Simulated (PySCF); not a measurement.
Compound: C4H6ClN3.
Atom-mapped SMILES: `[CH3:1][c:2]1[n:3][n:4]([CH3:5])[n:6][c:7]1[Cl:8]` (hydrogens: H9, H10, H11 on C1; H12, H13, H14 on C5)

Computed with PBE0-D3(BJ)/def2-SVP geometry optimisation, gas phase (PySCF 2.14.0).

Question: What internal coordinates does the optimisation give?

Answer: 
```tsv
bond	length (bohr)
C1–C2	2.805
C2–N3	2.515
N3–N4	2.488
N4–C5	2.720
N4–N6	2.486
N6–C7	2.501
C7–Cl8	3.225
C2–C7	2.667
C1–H9, C1–H10, C1–H11	2.078
C5–H12, C5–H13, C5–H14	2.074
```

Bonds in one row agree within 0.02 bohr and their mean is given. A selection of angles:
```tsv
angle	degrees
C2–C1–H9	109.9
C2–C1–H10	111.1
H9–C1–H10	108.8
H10–C1–H11	107.2
C1–C2–N3	124.1
C1–C2–C7	129.6
N3–C2–C7	106.4
C2–N3–N4	104.9
N3–N4–C5	122.0
N3–N4–N6	115.9
C5–N4–N6	122.0
N4–C5–H12	110.8
N4–C5–H13	108.2
N4–C5–H14	108.7
H12–C5–H13	109.5
N4–N6–C7	103.2
N6–C7–Cl8	123.0
C2–C7–N6	109.6
C2–C7–Cl8	127.4
```

N6 (pyridine-type nitrogen) is bent (angle 103.2°). The 3 C–N bonds span 1.324 Å (N6–C7, aromatic) to 1.439 Å (N4–C5, drawn single), a spread of 0.115 Å. The C–C distances run from 1.411 Å (C2–C7, aromatic) to 1.484 Å (C1–C2, drawn single), a spread of 0.073 Å. The 5-membered ring C2–N3–N4–N6–C7 has internal angles of 103.2° to 115.9° (sum 540°, against 540° for a flat polygon); it is planar, 0.00 Å rms from its mean plane, widest ring torsion 1°. The 8 heavy atoms lie in one plane (0.016 Å rms). N3 (pyridine-type nitrogen) is bent (angle 104.9°). N4 (pyrrole-type nitrogen) is planar (angles 122.0°, 122.0° and 115.9°, sum 359.9°, 0.03 Å off the plane of its three neighbours).

Whether it is a minimum is left open (no frequencies).
